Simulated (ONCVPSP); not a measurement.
# Configuration tests for Al (Z = 13) (ONCV)

ONCVPSP 4.0.1 input, shortened (lines: element, Z, core and valence counts, functional; n l f; lmax; l rc ep ncon nbas qcut; lloc lpopt rc5 dvloc0; l nproj debl; icmod fcfact rcfact), PBE, non-relativistic:

```
  Al 13.00    3    2        4      upf
    1    0    2.00
    2    0    2.00
    2    1    6.00
    3    0    1.75
    3    1    1.25
    1
    0    1.75    0.00    4    9    3.00
    1    2.25    0.00    3    7    3.20
    4    1    1.20    6.00
    0    2    1.50
    1    2    1.50
    0    0.00    0.00
```

Energies are relative to the spin-unpolarised reference configuration 3s1.75 3p1.25; without spin polarisation the order of configurations can differ from experiment.

```tsv
valence configuration	charge	ΔE all-electron (eV)	error AE − PS (meV)
3s2 3p1	0	-1.259	+0.4
3s2 3p0	+1	4.512	-2.9
3s2 3p0.5	+0.5	0.831	-0.1
```

(1) What are ΔE and the potential's error for 3s1 3p0?

Levels in the configuration 3s1 3p0:

| level | all-electron (eV) | pseudo (eV) |
| --- | --- | --- |
| 3s | -23.705 | -23.623 |

## Answers

(1) ΔE = 23.704 eV all-electron; the error (AE − PS) is +11 meV.
